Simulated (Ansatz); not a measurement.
Two isomers of CH7BOSi: A = `BC[SiH2]O`, B = `COB[SiH3]`.

Program: Ansatz. Geometries: PBE0-D4/def2-TZVP. ΔE: electronic, gas phase. CBS: MP2 limit from def2 TZ/QZ plus the TZ coupled-cluster correction, frozen cores. Functionals use def2-TZVPP. One conformer a species, not always the lowest.

Task: Which is lower in electronic energy at CCSD(T)/CBS, and by how much? (Estimate.)

Result: Computed: A, by 18.7 kcal/mol.

Task: Give E(B) − E(A) in kcal/mol with MP2/def2-TZVPP, BLYP-D4, ωB97M-V, CCSD(T)/def2-SVP, PBE0-D4, HF/def2-TZVPP, CCSD(T)/def2-TZVPP. (An estimate is asked.)

Result: Computed: MP2/def2-TZVPP 21.0, BLYP-D4 13.7, ωB97M-V 18.6, CCSD(T)/def2-SVP 6.1, PBE0-D4 15.8, HF/def2-TZVPP 18.1, CCSD(T)/def2-TZVPP 17.1. None reverses the order clearly.

Task: Does the order hold for the free energy at 298.15 K (harmonic terms from PBE0-D4)? (Estimate.)

Result: The calculation gave: Yes: G(B) − G(A) = +19.2 kcal/mol, for one conformer each.

Largest T1 diagnostic: 0.014.

From r2SCAN to r2SCAN0 (25 % exact exchange), in def2-TZVPP and without D4, E(B) − E(A) moves by +1.2 kcal/mol. The D4 term adds +0.8 kcal/mol with B3LYP and +0.4 kcal/mol with PBE0; it sums over pairs of atoms, weighted by their polarisabilities, and B3LYP, whose exchange is more repulsive, gets the larger term.

B3LYP here is the variant with VWN-RPA as its local correlation; programs differ in this.
